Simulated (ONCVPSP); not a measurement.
# An all-electron radial function and its pseudo partner (oxygen)

Columns: radius, all-electron u(r) and pseudo u(r) of the 2p shell (level -9.08 eV) of oxygen in the configuration [He] 2s1.75 2p4.25; PBEsol, scalar-relativistic, ONCV scheme, ONCVPSP 4.0.1.

```tsv
r (bohr)	all-electron	pseudo
0.113	0.1257	0.0419
0.225	0.3379	0.1574
0.338	0.5316	0.3245
0.450	0.6757	0.5086
0.563	0.7718	0.6803
0.675	0.8247	0.8116
0.788	0.8448	0.8919
0.900	0.8404	0.9191
1.013	0.8193	0.9031
1.125	0.7873	0.8583
1.238	0.7483	0.7986
1.350	0.7059	0.7362
1.463	0.6616	0.6766
1.575	0.6174	0.6234
1.688	0.5737	0.5754
1.800	0.5318	0.5322
1.913	0.4915	0.4915
2.025	0.4536	0.4536
2.138	0.4176	0.4176
2.250	0.3843	0.3843
2.363	0.3529	0.3529
2.475	0.3241	0.3241
2.588	0.2971	0.2971
2.700	0.2725	0.2725
2.813	0.2496	0.2496
2.925	0.2286	0.2286
```

Problem. How many radial nodes do the two functions have?

Solution. The all-electron 2p function has n − l − 1 = 0; the pseudo-wave has 0.

Problem. At about which radius was the pseudo-wave matched?

Solution. 2.10 bohr. The columns agree to 0.0005 from 1.80 bohr on; several derivatives are matched, so the curves merge somewhat inside the radius.

Problem. Is the pseudo-wave norm-conserving?

Solution. Yes: the ONCV scheme keeps the norm inside the radius equal to the all-electron one, which fixes the energy derivative of the logarithmic derivative at the level.
